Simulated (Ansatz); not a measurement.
```xyz
12

C     0.0193   -0.6747   -0.6975
C     0.0084   -0.5748    0.6976
C    -0.0602    0.5596   -1.6068
C    -0.0706    0.5438    1.5916
H    -0.0335   -1.6767   -1.1990
H    -0.0142   -1.7202    1.1358
H    -0.0055    1.4268   -1.0915
H     0.8887    0.5737   -2.2127
H    -0.8517    0.4666   -2.2185
H    -0.0660    1.4559    1.1284
H    -0.8847    0.5515    2.2768
H     0.8763    0.4627    2.2405
```

Basis set: STO-3G (spherical functions). Left uncorrelated: 4 orbitals. Charge 0, multiplicity 1.

Computed with Ansatz (development build ahead of 0.2.0); each method stands on the lowest determinant of its kind that the runs found. Restricted open shells among the atoms or ions are ROHF, correlated in semicanonical orbitals with singles.

Question: Give the atomization energy at this shape (free ground-state atoms in the same class of orbitals less the molecule, no zero-point energy) of singlet C₄H₈ by RHF-MP2, RHF.

Answer:

```json
{"method": "RHF-MP2", "atomization energy": "50.29 eV"}
{"method": "RHF", "atomization energy": "45.04 eV"}
```

Caution: no unrestricted run beside it, a lower state can exist; the shape is not the minimum.

This basis has no polarisation functions and is too small for such energies, which can lie far from measured ones in either direction.
